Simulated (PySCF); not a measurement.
Job file and geometry (Å, from GFN2-xTB) of an NMR shielding run on `C[S@+]1CCC[C@@H]1OC=O`, [C₆H₁₁O₂S]+, GIAO PBE0/pcSseg-1 NMR shielding, non-relativistic, gas phase (PySCF); density fitting, a coarse starting grid and PySCF grid level 2 are the driver's defaults:

```
$ OMP_NUM_THREADS=1 python probes_run.py task.json out

{"job": {"kind": "nmr", "xc": "PBE0", "basis": "pcSseg-1"}, "charge": 1, "multiplicity": 1}
C      1.429809     1.399940     0.286447
S      0.377452     0.207435     1.150622
C      1.150434    -1.353610     0.553419
C      0.122039    -2.076170    -0.306720
C     -0.655401    -1.004845    -1.060597
C     -1.091859    -0.004934    -0.009806
O     -1.525601     1.207071    -0.551134
C     -1.608049     2.232852     0.294063
O     -1.169000     2.192248     1.406598
H      2.461409     1.160003     0.527871
H      1.200649     2.390974     0.668119
H      1.267609     1.354064    -0.786116
H      2.039764    -1.095362    -0.015794
H      1.441531    -1.932341     1.426626
H     -0.557514    -2.656951     0.317530
H      0.617019    -2.760698    -0.993515
H     -1.524473    -1.418360    -1.571093
H     -0.032034    -0.511475    -1.808226
H     -1.864757    -0.412216     0.655358
H     -2.084175     3.093054    -0.186691
```

**Question.** Write the output of this run.

**Answer.** 
```
coarse grid: 17136 points
cycle   1  E = -782.7625785018  dE =  1.769e+00  |g| = 8.977e-01  |ddm| = 3.995e+00
cycle   2  E = -782.4107795220  dE =  3.518e-01  |g| = 1.621e+00  |ddm| = 1.669e+00
cycle   3  E = -782.9041099555  dE = -4.933e-01  |g| = 2.861e-01  |ddm| = 1.184e+00
cycle   4  E = -782.9184856209  dE = -1.438e-02  |g| = 8.914e-02  |ddm| = 2.410e-01
cycle   5  E = -782.9198084554  dE = -1.323e-03  |g| = 2.178e-02  |ddm| = 6.298e-02
cycle   6  E = -782.9198995115  dE = -9.106e-05  |g| = 6.047e-03  |ddm| = 2.208e-02
cycle   7  E = -782.9199076277  dE = -8.116e-06  |g| = 1.357e-03  |ddm| = 6.486e-03
final grid: 160504 points
cycle   8  E = -782.9981175534  dE = -3.503e-05  |g| = 1.571e-02  |ddm| = 3.624e-02
cycle   9  E = -782.9980494417  dE =  6.811e-05  |g| = 2.442e-02  |ddm| = 2.621e-02
cycle  10  E = -782.9981655353  dE = -1.161e-04  |g| = 3.608e-03  |ddm| = 1.702e-02
cycle  11  E = -782.9981679380  dE = -2.403e-06  |g| = 5.291e-04  |ddm| = 2.370e-03
cycle  12  E = -782.9981679851  dE = -4.707e-08  |g| = 1.750e-04  |ddm| = 4.864e-04
cycle  13  E = -782.9981679907  dE = -5.672e-09  |g| = 5.278e-05  |ddm| = 1.664e-04
cycle  14  E = -782.9981679914  dE = -6.621e-10  |g| = 9.140e-06  |ddm| = 6.301e-05
converged SCF energy = -782.9981679914

GIAO shielding tensors (ppm)
atom      isotropic    diamagn.    paramagn.     s11        s22        s33       span
  0 C      157.116     255.139     -98.023    119.337    161.575    190.437     71.100
  1 S      399.391    1058.002    -658.611    265.647    406.703    525.823    260.176
  2 C      137.058     256.276    -119.217     96.563    138.114    176.498     79.935
  3 C      162.051     250.484     -88.433    137.325    172.686    176.141     38.817
  4 C      153.552     249.011     -95.459    128.260    160.992    171.403     43.143
  5 C       94.626     254.831    -160.204     61.976    100.659    121.244     59.269
  6 O      115.371     399.359    -283.988    -47.023    177.187    215.948    262.971
  7 C       17.940     248.972    -231.032    -86.321     57.937     82.204    168.524
  8 O     -128.451     405.520    -533.972   -407.436   -275.273    297.355    704.791
  9 H       29.210      29.555      -0.345     23.748     26.482     37.401     13.653
 10 H       29.085      29.975      -0.890     23.073     27.525     36.657     13.584
 11 H       28.873      32.024      -3.151     24.207     27.819     34.592     10.385
 12 H       29.052      32.103      -3.052     23.423     28.198     35.534     12.112
 13 H       27.862      29.973      -2.111     22.416     26.005     35.164     12.748
 14 H       29.704      30.188      -0.484     24.592     26.790     37.730     13.139
 15 H       28.925      28.332       0.593     23.546     25.665     37.564     14.019
 16 H       28.438      28.782      -0.344     23.033     25.923     36.359     13.326
 17 H       29.492      31.232      -1.740     25.594     27.484     35.398      9.805
 18 H       26.545      32.256      -5.711     22.576     24.517     32.542      9.966
 19 H       23.319      25.571      -2.253     18.935     22.789     28.233      9.299
```

**Question.** Turn these shieldings into chemical shifts. Scale: 13C (σ = 186.93 ppm) and 1H (σ = 31.72 ppm) against TMS; 33S (σ = 503.73 ppm) against CS2; 17O (σ = 336.08 ppm) vs H2O (reference shieldings calculated alike).

**Answer.** Averaging equivalent atoms: C 7: 169.0; C 5: 92.3; C 2: 49.9; C 4: 33.4; C 0: 29.8; C 3: 24.9; S 1: 104; O 8: 464.5; O 6: 220.7; H 19: 8.40; H 18: 5.17; H 13: 3.86; H 16: 3.28; H 15: 2.79; H 12: 2.67; H 9/10/11: 2.66; H 17: 2.22; H 14: 2.01 ppm. Unscaled 17O shifts of doubly bonded oxygen tend to come out too high, by tens of ppm or more. Experimental scales use liquid or dissolved standards, which lie at an offset from isolated H2O (liquid H2O: subtract about 36 ppm).

Size and cost of the density-fitted run: 215 basis functions, 60 s wall time on 1 thread of an Intel Xeon, shared host; peak memory 1 GiB.
